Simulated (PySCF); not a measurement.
## Os+ (osmium, charge +1) across methods

[Xe] 4f14 5d6 6s1, high-spin 6D determinant. All numbers are calculated (PySCF 2.14, scalar relativity by spin-free X2C-1e, in ANO-RCC-VTZP).

| method | E (hartree) | mean ε 5d α (eV) | mean ε 6s α (eV) | mean ε 5d β (eV) | Σ⟨r²⟩ (bohr²) | ⟨S²⟩ |
| --- | --- | --- | --- | --- | --- | --- |
| LDA | -17243.68 | -15.500 | -14.228 | -12.848 | 53.14 | 8.751 |
| UHF | -17249.17136 | -21.062 | -16.358 | -17.009 | 52.63 | 8.756 |
| r2SCAN | -17254.69 | -15.761 | -14.329 | -12.875 | 52.71 | 8.753 |
| PBE0 | -17254.39 | -16.943 | -14.706 | -13.982 | 52.76 | 8.752 |

(1) Estimate the same row for PBE.

Spin-orbit coupling, absent here, splits the open shell strongly.

Answers

(1) E (hartree) = -17254.63; mean ε 5d α (eV) = -15.348; mean ε 6s α (eV) = -13.960; mean ε 5d β (eV) = -12.640; Σ⟨r²⟩ (bohr²) = 53.08; ⟨S²⟩ = 8.751.
